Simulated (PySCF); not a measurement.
Species: CH4BBr.
Bonds: C1–B2, B2–Br3. Hydrogens: H4, H5, H6 on C1; H7 on B2.

Level of theory: PBE0-D3(BJ)/def2-SVP geometry optimisation, gas phase in PySCF 2.14.0.

(1) What internal coordinates does the optimisation give?

## Answers

(1) 
```tsv
bond	length (Å)	order
C1–B2	1.552	single
B2–Br3	1.911	single
C1–H4, C1–H5, C1–H6	1.103	single
B2–H7	1.206	single
```

Bonds in one row agree within 0.01 Å and their mean is given. Orders are formal, as drawn. A selection of angles:
```tsv
angle	degrees
B2–C1–H4	109.3
B2–C1–H5	108.2
B2–C1–H6	115.3
H4–C1–H5	104.9
H4–C1–H6	109.5
C1–B2–Br3	122.0
C1–B2–H7	122.8
Br3–B2–H7	115.2
```

B2 (three-coordinate boron) is planar (angles 122.8°, 122.0° and 115.2°, sum 360.0°, 0.00 Å off the plane of its three neighbours).

Point group: near Cs, missed by 0.09 Å at most; the miss may be what the optimiser left on a soft mode. Whether it is a minimum is left open (no frequencies).
